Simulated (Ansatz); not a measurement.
Question: Name a neutral molecule of B, C, Ga, O and H with LUMO energy (B3LYP/def2-TZVPP) between -2.15 and -1.85 eV and HOMO energy (PBE0/def2-TZVPP) between -6.95 and -6.65 eV (Ansatz, PBE0-D4/def2-TZVP geometry).

Answer: `[OH][Ga]1[BH]O[CH2]1` (-2.04 eV, -6.88 eV). Other molecules can fit too; these were computed, each in one conformer that needn't be the lowest.

B3LYP here is the variant with VWN-RPA as its local correlation; programs differ in this.
